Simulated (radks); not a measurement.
The numbers below are computed, except where a source is named.
Species: Bi III. Configuration: [Hg] 6p1.

Level of theory: scalar-relativistic Kohn-Sham, LDA (Slater exchange, VWN5 correlation), spin-polarised, spherical densities, finite nucleus; open shells are filled with parallel spins first (spin-orbit coupling, left out, can overturn this in heavy ions); Fermi nuclear charge, rms radius 5.5211 fm (a radial shooting solver on a logarithmic mesh with Libxc functionals).

Energy parts (eV):
| part | energy |
|---|---|
| total | -585371.48 |
| kinetic | 663265.27 |
| electron-nucleus | -1461583.77 |
| Hartree | 223358.38 |
| exchange-correlation | -10411.36 |

Orbitals (lengths in bohr, moments of r in powers of bohr):
| orbital | occ. | eigenvalue (eV) | <r> |
|---|---|---|---|
| 1s up | 1 | -90564.52 | 0.01581 |
| 1s down | 1 | -90564.50 | 0.01581 |
| 2s up | 1 | -16289.55 | 0.06653 |
| 2s down | 1 | -16289.54 | 0.06653 |
| 2p up | 3 | -13949.19 | 0.06056 |
| 2p down | 3 | -13949.18 | 0.06056 |
| 3s up | 1 | -3945.321 | 0.1718 |
| 3s down | 1 | -3945.310 | 0.1718 |
| 3p up | 3 | -3276.336 | 0.1738 |
| 3p down | 3 | -3276.324 | 0.1738 |
| 3d up | 5 | -2601.505 | 0.1575 |
| 3d down | 5 | -2601.494 | 0.1575 |
| 4s up | 1 | -918.3594 | 0.3774 |
| 4s down | 1 | -918.3422 | 0.3774 |
| 4p up | 3 | -698.9851 | 0.4029 |
| 4p down | 3 | -698.9664 | 0.4029 |
| 4d up | 5 | -447.6476 | 0.4227 |
| 4d down | 5 | -447.6268 | 0.4227 |
| 4f up | 7 | -170.6882 | 0.4410 |
| 4f down | 7 | -170.6652 | 0.4410 |
| 5s up | 1 | -175.5776 | 0.8302 |
| 5s down | 1 | -175.5304 | 0.8301 |
| 5p up | 3 | -113.6489 | 0.9473 |
| 5p down | 3 | -113.5924 | 0.9470 |
| 5d up | 5 | -44.7960 | 1.229 |
| 5d down | 5 | -44.6403 | 1.225 |
| 6s up | 1 | -31.3850 | 2.069 |
| 6s down | 1 | -30.7608 | 2.059 |
| 6p up | 1 | -19.8762 | 2.600 |
| 6p down | 0 | -19.1320 | 2.604 |

The highest occupied level is 6p up at -19.876 eV. The electron density at the nucleus is 3.2e+06 e/bohr^3 (large components only). Summed over all electrons, <r^2> = 49.47 bohr^2, which gives a Langevin (diamagnetic) susceptibility term of -39.2 x 10^-6 cm^3/mol.
